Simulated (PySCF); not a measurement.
# TaC: from constants to spectrum

ROHF-CCSD(T) constants of TaC, ⁴Δ (quartet), unpaired electrons σ ↑↑, δ ↑ (PySCF, scalar-relativistic core potentials, basis sets Ta def2-TZVPP with ECP60, C def2-TZVPP; masses 180.9480 and 12.0000 u):

| Item | Value |
| --- | --- |
| ωe | 948.6 cm⁻¹ |
| ωexe | 3.77 cm⁻¹ |
| Be | 0.4664 cm⁻¹ |
| αe | 0.00239 cm⁻¹ |
| De to Ta (5d3 6s2) + C | 4.64 eV |

**Question.** What force constant and bond length do these constants imply?

**Answer.** Reduced mass μred = 11.254 u; k = 5.8918×10⁻⁷·μred·ωe² (u, cm⁻¹, mdyn/Å) = 5.97 mdyn/Å; Re = √(16.8576/(μred·Be)) (u, cm⁻¹, Å) = 1.792 Å.

**Question.** Estimate the centrifugal constant D from the Kratzer relation and find the Dunham coefficient a1.

**Answer.** D = 4Be³/ωe² = 4.51e-07 cm⁻¹; a1 = −1 − αeωe/(6Be²) = -2.74.

Correlated steps freeze 1 core orbital. Spin–orbit coupling is left out, which matters for elements this heavy, above all for dissociation energies. The state is the lowest single determinant that the PBE0 search found; with open d or f shells the true ground state can be another one.
